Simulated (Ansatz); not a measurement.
Geometry optimisation, Ansatz 0.2.0, UHF/def2-SVP.

The input (input.yaml):

```yaml
crystal:
  periodic: [false, false, false]
  atoms:
    - { symbol: Ga, position_ang: [-0.034532, 0.542441, 0.059562] }
    - { symbol: H, position_ang: [0.131483, 0.486153, 2.82777] }
    - { symbol: Cl, position_ang: [1.881453, -0.246977, -0.6527] }
    - { symbol: Cl, position_ang: [-1.780716, -0.713862, -0.458924] }
    - { symbol: O, position_ang: [-0.002428, -0.134036, 2.095422] }
    - { symbol: H, position_ang: [-0.70966, -0.734818, 2.30597] }
magnetization:
  spin_polarized: true
  initial_magnetization: 1
basis:
  gaussian: { orbitals: def2-SVP }
hamiltonian:
  xc: hf
relax:
  f_tol: 0.03
  max_steps: 50
```

Command:

```bash
$ ansatz run input.yaml --threads 2 --pin off --max-ram 3072MiB --backend cpu --events-out ev --progress --plain --runs-dir out
```

Q: Where does it end, and by what steps?

A: The run converged. The force dipped under the threshold on the way, but the program's further checks kept it going. After 17 steps the energy has fallen by 0.119 eV; H2 moved furthest, 0.87 Å.

```
step  energy less start (eV)  largest force component (eV/Å)  accepted
   0                  0.0000                           0.827       yes
   1                 -0.0201                           0.263       yes
   2                 -0.0247                           0.065       yes
   3                 -0.0276                           0.135       yes
   4                 -0.0226                           0.743        no
   5                 -0.0301                           0.045       yes
   6                 -0.0362                           0.335       yes
   7                  0.0181                           2.395        no
   8                 -0.0455                           0.307       yes
   9                 -0.0605                           0.366       yes
  10                 -0.0808                           0.267       yes
  11                 -0.0975                           0.372       yes
  12                 -0.0763                           1.640        no
  13                 -0.1107                           0.118       yes
  14                 -0.1164                           0.095       yes
  15                 -0.1187                           0.012       yes
  16                 -0.1185                           0.055        no
  17                 -0.1188                           0.013       yes
```

```xyz
6
Properties=species:S:1:pos:R:3
Ga -0.192 0.600 -0.031
H 0.621 -0.107 2.419
Cl 1.890 -0.115 -0.221
Cl -1.736 -0.931 -0.420
O -0.221 0.201 2.099
H -0.876 -0.449 2.332
```

Whether the end is a true minimum wasn't checked by a vibrational analysis.

Time of the run: 28 s on 2 threads of Intel(R) Xeon(R) Platinum 8375C CPU @ 2.90GHz (Ice Lake), with other jobs on the host, peak memory 0.26 GiB.
